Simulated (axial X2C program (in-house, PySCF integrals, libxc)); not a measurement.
Which molecule has these constants?

All values come from calculations with an in-house all-electron X2C program for linear molecules (integrals from PySCF), spin-free (one-electron X2C) or two-component (2c: spin–orbit coupling with atomic mean-field Coulomb and Gaunt terms, which also bring small scalar terms), in Dyall basis sets with cores contracted in-house; open shells are unrestricted.

A two-component PBE0 calculation in a Dyall 3-zeta basis gave Re = 1.816 Å, ωe = 627.7 cm⁻¹, Ω = 1.

Question: Which molecule is it?
A. TiBr⁻
B. TiF⁻
C. TiCl⁻

Answer: B. The others have TiBr⁻ 2.511 Å and 240.4 cm⁻¹ (Ω = 2); TiCl⁻ 2.345 Å and 328.5 cm⁻¹ (Ω = 2).

Each entry is the lowest single determinant of a limited PBE0 search at one distance. De goes to single-determinant-based atoms at the same level (for ions the charge split of lowest energy) and is withheld (n/a) where an atom does not fit its ground term or J level. Main or longest-lived isotopes. One determinant is a doubtful description, or other states lie close, for TiF⁻, TiBr⁻, TiCl⁻; these need not be ground states, and all values refer to the states named. Some open-shell Ω = 0 determinants are out of reach, so the Ω given for TiF⁻ need not be the lowest component. With several unpaired electrons the Ω given is that of one determinant, not necessarily of the lowest component. The functionals have no current term, which raises determinants with orbital currents.
